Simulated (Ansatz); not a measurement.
Computed with CAM-B3LYP-D3(BJ)/def2-TZVP in Ansatz (an electronic-structure program). No frequencies were computed at this level.

Ansatz 0.2 input:
```yaml
crystal:
  periodic: [false, false, false]
  atoms:
    - { symbol: B, position_ang: [0.89628, 0.04387, -0.059377] }
    - { symbol: C, position_ang: [-0.66456, -0.052873, 0.009422] }
    - { symbol: H, position_ang: [1.56041, -0.918574, -0.08344] }
    - { symbol: H, position_ang: [1.409995, 1.095417, -0.055146] }
    - { symbol: H, position_ang: [-1.07229, -1.029459, -0.238623] }
    - { symbol: H, position_ang: [-1.16151, 0.69391, -0.607332] }
    - { symbol: H, position_ang: [-0.968323, 0.167707, 1.034496] }
basis:
  gaussian: { orbitals: def2-tzvp }
hamiltonian:
  xc: cam_b3lyp
  dispersion: d3bj
relax:
  max_steps: 150
```

Output:

```
Functional definition: CAM-B3LYP
569 factors; their error is unknown
231 factors; integrals over basis functions are off by at most 1.8e-6 eV
mean field evaluation 1: about -1789.8691 eV, gradient 4.1e1 eV
mean field evaluation 2: about -1790.8120 eV, gradient 3.5e1 eV
mean field evaluation 4: about -1793.6628 eV, gradient 4.3e-1 eV
mean field evaluation 8: about -1793.6515 eV, gradient 3.2e-3 eV
mean field -1793.65146187 eV, -65.9154754430 hartree, gradient 5.5e-5 eV, S^2 0.000000; 0 other end points of the search recorded, 0 dependent functions left out
reference -1793.65157009 eV, -65.9154794202 hartree; 8, 8 occupied and 84, 84 virtual orbitals, 569 factors
relax step   1: F+E_penalty+E_count = -1793.70215048 eV  Δ(F+E_penalty+E_count) = +0.000e0 eV  max|allowed force component| = 9.992e-1 eV/Å  Δτ_max = 0.0000 Å  (24 SCF iters, accepted)
these checks for a lower state are left out or cut short: starts, cluster_reference, orbital_swaps, neighbouring_geometries, increment
569 factors; their error is unknown
231 factors; integrals over basis functions are off by at most 1.7e-6 eV
mean field evaluation 16: about -1793.6697 eV, gradient 2.8e-1 eV
mean field -1793.66977143 eV, -65.9161483071 hartree, gradient 1.8e-5 eV, S^2 0.000000; 0 other end points of the search recorded, 0 dependent functions left out
reference -1793.66988002 eV, -65.9161522975 hartree; 8, 8 occupied and 84, 84 virtual orbitals, 569 factors
relax step   2: F+E_penalty+E_count = -1793.72045886 eV  Δ(F+E_penalty+E_count) = -1.831e-2 eV  max|allowed force component| = 3.871e-1 eV/Å  Δτ_max = 0.0133 Å  (30 SCF iters, accepted)
these checks for a lower state are left out or cut short: starts, cluster_reference, orbital_swaps, neighbouring_geometries, increment
569 factors; their error is unknown
231 factors; integrals over basis functions are off by at most 1.7e-6 eV
mean field -1793.67329323 eV, -65.9162777308 hartree, gradient 1.8e-5 eV, S^2 0.000000; 0 other end points of the search recorded, 0 dependent functions left out
reference -1793.67340197 eV, -65.9162817267 hartree; 8, 8 occupied and 84, 84 virtual orbitals, 569 factors
relax step   3: F+E_penalty+E_count = -1793.72398984 eV  Δ(F+E_penalty+E_count) = -3.531e-3 eV  max|allowed force component| = 5.357e-2 eV/Å  Δτ_max = 0.0151 Å  (29 SCF iters, accepted)
these checks for a lower state are left out or cut short: starts, cluster_reference, orbital_swaps, neighbouring_geometries, increment
569 factors; their error is unknown
231 factors; integrals over basis functions are off by at most 1.7e-6 eV
mean field evaluation 32: about -1793.6752 eV, gradient 3.1e-3 eV
mean field -1793.67523555 eV, -65.9163491097 hartree, gradient 2.0e-5 eV, S^2 0.000000; 0 other end points of the search recorded, 0 dependent functions left out
reference -1793.67534434 eV, -65.9163531075 hartree; 8, 8 occupied and 84, 84 virtual orbitals, 569 factors
relax step   4: F+E_penalty+E_count = -1793.72593978 eV  Δ(F+E_penalty+E_count) = -1.950e-3 eV  max|allowed force component| = 4.371e-2 eV/Å  Δτ_max = 0.0702 Å  (29 SCF iters, accepted)
these checks for a lower state are left out or cut short: starts, cluster_reference, orbital_swaps, neighbouring_geometries, increment
569 factors; their error is unknown
231 factors; integrals over basis functions are off by at most 1.1e-6 eV
mean field -1793.65025455 eV, -65.9154310751 hartree, gradient 1.4e-5 eV, S^2 0.000000; 0 other end points of the search recorded, 0 dependent functions left out
reference -1793.65036444 eV, -65.9154351134 hartree; 8, 8 occupied and 84, 84 virtual orbitals, 569 factors
relax step   5: F+E_penalty+E_count = -1793.70098638 eV  Δ(F+E_penalty+E_count) = +2.495e-2 eV  max|allowed force component| = 4.513e-1 eV/Å  Δτ_max = 0.1931 Å  (29 SCF iters, rejected (line search))
these checks for a lower state are left out or cut short: starts, cluster_reference, orbital_swaps, neighbouring_geometries, increment
569 factors; their error is unknown
231 factors; integrals over basis functions are off by at most 1.7e-6 eV
mean field -1793.67588750 eV, -65.9163730683 hartree, gradient 1.8e-5 eV, S^2 0.000000; 0 other end points of the search recorded, 0 dependent functions left out
reference -1793.67599637 eV, -65.9163770693 hartree; 8, 8 occupied and 84, 84 virtual orbitals, 569 factors
relax step   6: F+E_penalty+E_count = -1793.72660011 eV  Δ(F+E_penalty+E_count) = -6.603e-4 eV  max|allowed force component| = 4.037e-3 eV/Å  Δτ_max = 0.0348 Å  (30 SCF iters, accepted)
these checks for a lower state are left out or cut short: starts, cluster_reference, orbital_swaps, neighbouring_geometries, increment
569 factors; their error is unknown
231 factors; integrals over basis functions are off by at most 1.6e-6 eV
mean field -1793.67581345 eV, -65.9163703471 hartree, gradient 1.8e-5 eV, S^2 0.000000; 0 other end points of the search recorded, 0 dependent functions left out
reference -1793.67592254 eV, -65.9163743560 hartree; 8, 8 occupied and 84, 84 virtual orbitals, 569 factors
relax step   7: F+E_penalty+E_count = -1793.72652790 eV  Δ(F+E_penalty+E_count) = +7.221e-5 eV  max|allowed force component| = 6.549e-2 eV/Å  Δτ_max = 0.0469 Å  (29 SCF iters, rejected (line search))
these checks for a lower state are left out or cut short: starts, cluster_reference, orbital_swaps, neighbouring_geometries, increment
569 factors; their error is unknown
231 factors; integrals over basis functions are off by at most 1.7e-6 eV
mean field -1793.67603407 eV, -65.9163784548 hartree, gradient 1.8e-5 eV, S^2 0.000000; 0 other end points of the search recorded, 0 dependent functions left out
reference -1793.67614303 eV, -65.9163824591 hartree; 8, 8 occupied and 84, 84 virtual orbitals, 569 factors
relax step   8: F+E_penalty+E_count = -1793.72674593 eV  Δ(F+E_penalty+E_count) = -1.458e-4 eV  max|allowed force component| = 2.129e-2 eV/Å  Δτ_max = 0.0231 Å  (29 SCF iters, accepted)
these checks for a lower state are left out or cut short: starts, cluster_reference, orbital_swaps, neighbouring_geometries, increment
569 factors; their error is unknown
231 factors; integrals over basis functions are off by at most 1.6e-6 eV
mean field evaluation 64: about -1793.6880 eV, gradient 9.9e-4 eV
mean field -1793.67606069 eV, -65.9163794329 hartree, gradient 1.8e-5 eV, S^2 0.000000; 0 other end points of the search recorded, 0 dependent functions left out
reference -1793.67616969 eV, -65.9163834388 hartree; 8, 8 occupied and 84, 84 virtual orbitals, 569 factors
relax step   9: F+E_penalty+E_count = -1793.72677193 eV  Δ(F+E_penalty+E_count) = -2.600e-5 eV  max|allowed force component| = 1.442e-2 eV/Å  Δτ_max = 0.0104 Å  (30 SCF iters, accepted)
these checks for a lower state are left out or cut short: starts, cluster_reference, orbital_swaps, neighbouring_geometries, increment
569 factors; their error is unknown
231 factors; integrals over basis functions are off by at most 1.6e-6 eV
mean field -1793.67606743 eV, -65.9163796807 hartree, gradient 1.4e-5 eV, S^2 0.000000; 0 other end points of the search recorded, 0 dependent functions left out
reference -1793.67617642 eV, -65.9163836861 hartree; 8, 8 occupied and 84, 84 virtual orbitals, 569 factors
relax step  10: F+E_penalty+E_count = -1793.72677899 eV  Δ(F+E_penalty+E_count) = -7.062e-6 eV  max|allowed force component| = 7.687e-3 eV/Å  Δτ_max = 0.0016 Å  (22 SCF iters, accepted)
569 factors; their error is unknown
231 factors; integrals over basis functions are off by at most 1.6e-6 eV
mean field -1793.67606743 eV, -65.9163796807 hartree, gradient 1.8e-5 eV, S^2 0.000000; 1 other end points of the search recorded, 0 dependent functions left out
reference -1793.67617642 eV, -65.9163836861 hartree; 8, 8 occupied and 84, 84 virtual orbitals, 569 factors
Total energy: -1793.72688798 eV, -65.9182473017 hartree
Atom 0 at     0.875142     0.049304    -0.066272 Å, force     0.005319     0.000134    -0.000211 eV/Å
Atom 1 at    -0.668457    -0.047232    -0.023490 Å, force    -0.002785     0.003318     0.007561 eV/Å
Atom 2 at     1.554775    -0.922437     0.072011 Å, force    -0.003205     0.004528    -0.000722 eV/Å
Atom 3 at     1.420309     1.105831    -0.174951 Å, force    -0.001699    -0.004661     0.000292 eV/Å
Atom 4 at    -1.078318    -1.013314    -0.316820 Å, force     0.000393     0.000988     0.000230 eV/Å
Atom 5 at    -1.194372     0.757496    -0.536690 Å, force     0.000993    -0.002538     0.000537 eV/Å
Atom 6 at    -0.909077     0.070351     1.046210 Å, force     0.000983    -0.001770    -0.007686 eV/Å
Dipole moment:    -0.137704    -0.006084     0.023275 e Å
```

Cost: about 17 core-seconds (a rough figure).
